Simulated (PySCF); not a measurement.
This PySCF input asks for the NMR shieldings of `C1=C[C@H](n2cccc2)[SiH2][SiH2]1`, C$_{7}$H$_{11}$NSi$_{2}$; the geometry comes from GFN2-xTB.

```python
import basis_set_exchange as bse
import numpy as np
from pyscf import gto, dft
from pyscf.prop import nmr

atoms = """
C    -2.199814    0.264638    1.362136
C    -1.019721   -0.341994    1.295678
C    -0.361450   -0.754572    0.008522
N     1.028582   -0.382081    0.022347
C     2.074675   -1.156607   -0.358145
C     3.224373   -0.418882   -0.262740
C     2.854397    0.860798    0.190903
C     1.494205    0.850686    0.348743
Si   -1.312432   -0.015254   -1.518501
Si   -3.095240    0.703428   -0.240494
H    -2.610443    0.509023    2.331883
H    -0.450029   -0.573641    2.190672
H    -0.392976   -1.850822   -0.042963
H     1.926135   -2.174140   -0.665481
H     4.216612   -0.756402   -0.489696
H     3.510785    1.687802    0.379310
H     0.824831    1.621954    0.678820
H    -0.422451    0.967220   -2.141209
H    -1.499778   -1.097822   -2.491707
H    -4.347753   -0.054063   -0.353900
H    -3.451428    2.127672   -0.244649
"""
names = dict.fromkeys(["C", "N", "Si", "H"], "pcSseg-1")
basis = {el: gto.basis.parse(bse.get_basis(n, elements=[el], fmt="nwchem")) for el, n in names.items()}
mol = gto.M(atom=atoms, basis=basis, charge=0, verbose=0)
mf = dft.RKS(mol, xc="PBE0")
mf.grids.level = 2
mf.grids.alignment = dft.numint.BLKSIZE   # the property module wants whole blocks of grid points
mf.conv_tol = 1e-9
mf.kernel()

calc = nmr.RKS(mf)   # GIAO
C = mf.mo_coeff
Co = C[:, mf.mo_occ > 0]
resp = mf.gen_response(singlet=True, hermi=2)
def vind(x):   # induced exchange potential for any number of trial vectors
    d = np.einsum("pi,xij,qj->xpq", C, 2 * x.reshape(-1, C.shape[1], Co.shape[1]), Co, optimize=True)
    return np.einsum("xpq,pi,qj->xij", resp(d - d.transpose(0, 2, 1)), C, Co, optimize=True).ravel()
mo1, _ = nmr.rhf.solve_mo1(calc, with_cphf=vind)
sigma = calc.kernel(mo1)
for i, s in enumerate(sigma):   # ppm
    print("%2d %-2s %9.2f" % (i, mol.atom_pure_symbol(i), np.trace(s) / 3))
```

Q: What does it print?

A: 
```
 0 C      52.52
 1 C      22.68
 2 C     128.50
 3 N      73.14
 4 C      64.21
 5 C      72.83
 6 C      70.58
 7 C      66.57
 8 Si    411.45
 9 Si    420.03
10 H      25.18
11 H      24.57
12 H      26.76
13 H      25.12
14 H      25.34
15 H      25.23
16 H      25.27
17 H      28.02
18 H      27.48
19 H      27.32
20 H      27.19
```

These numbers come from an equivalent density-fitted implementation of the same equations, which agrees with the script to about 0.01 ppm for H and up to a few tenths of a ppm for heavy atoms, so last digits may differ.

Q: Turn these shieldings into chemical shifts. δ = σ(ref) − σ, references computed at the same level: 13C (σ = 186.93 ppm), 29Si (σ = 349.16 ppm), 1H (σ = 31.72 ppm) vs TMS; 15N (σ = 267.73 ppm) vs NH3.

A: Averaging equivalent atoms: C 1: 164.2; C 0: 134.4; C 4/7: 121.5; C 5/6: 115.2; C 2: 58.4; N 3: 194.6; Si 8: -62.3; Si 9: -70.9; H 11: 7.14; H 10: 6.53; H 13/16: 6.52; H 14/15: 6.43; H 12: 4.96; H 20: 4.53; H 19: 4.39; H 18: 4.23; H 17: 3.70 ppm. Experimental scales use liquid or dissolved standards, which lie at an offset from isolated NH3 (liquid NH3: subtract about 20 ppm). Unscaled 15N shifts of sp2 nitrogen come out 20 to 40 ppm too high even then.

Size and cost of the density-fitted run: 239 basis functions, 65 s wall time on 1 thread of an Arm Neoverse V2, shared host; peak memory 1.1 GiB.
